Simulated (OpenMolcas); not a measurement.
## Dy⁴⁺: the spin-orbit constant, worked from levels

| Item | Value |
| --- | --- |
| Program | OpenMolcas |
| Basis | ANO-RCC-VTZP [8s7p5d3f2g1h] |
| Scalar Hamiltonian | DKH2, point nucleus |
| Active space | 8 electrons in 12 orbitals (RAS2 4f; RAS3 5d, at most 1 electron) |
| State averaging | 2S+1 = 7 even, 7 roots; 2S+1 = 5 even, 140 roots (105 in the spin-orbit step); 2S+1 = 3 even, 127 roots kept (CI in the orbitals of an earlier block); 2S+1 = 1 even, 121 roots kept (CI in the orbitals of an earlier block, 60 in the spin-orbit step); 2S+1 = 9 odd, 5 roots (0 in the spin-orbit step); 2S+1 = 7 odd, 110 roots kept (CI in the orbitals of an earlier block, 0 in the spin-orbit step); 2S+1 = 5 odd, 41 roots kept (CI in the orbitals of an earlier block, 0 in the spin-orbit step); 2S+1 = 3 odd, 7 roots kept (CI in the orbitals of an earlier block, 0 in the spin-orbit step) |
| Spin-orbit coupling | RASSI with atomic mean-field integrals over the reference wave functions, term energies averaged over their components |

Methods: RASSCF; SS-RASPT2, IPEA 0.25 Eh, imaginary shift 0.1 Eh (closed shells correlated: 5s 5p).

**The spin-orbit constant.** For the Hund term 7F of f8, E(J) = (A/2) J(J+1) + constant and ζ = -2S·A = -6A. From J = 0 to J = 6 the energy changes by 21 A.

```
   Source  E(6) - E(0)       A     ζ
   RASSCF      -7069.5  -336.6  2020
SS-RASPT2      -7020.7  -334.3  2006
```

All in cm-1. Both methods take the spin-orbit matrix elements from the reference wave functions, so the second can move ζ only through the term energies and any multistate remixing. Second-order mixing with other terms is absorbed into this ζ.

CASPT2 breaks the degeneracy within a term, and the mean is taken; among the terms shown or strongly mixed into the levels shown the widest spread is 18 cm-1 (4f8 7F, SS-RASPT2). High states are left out of the spin-orbit mixing, which shifts the levels that they would mix with. Without dynamic correlation excited terms often stand tens of per cent too high (terms of higher spin than the ground term too low), and those without a measured partner can miss by more than the paired ones (holds for RASSCF). Each CASPT2 term energy is a mean over a sample of three components (holds for SS-RASPT2). Levels of configurations outside the active space are missing.
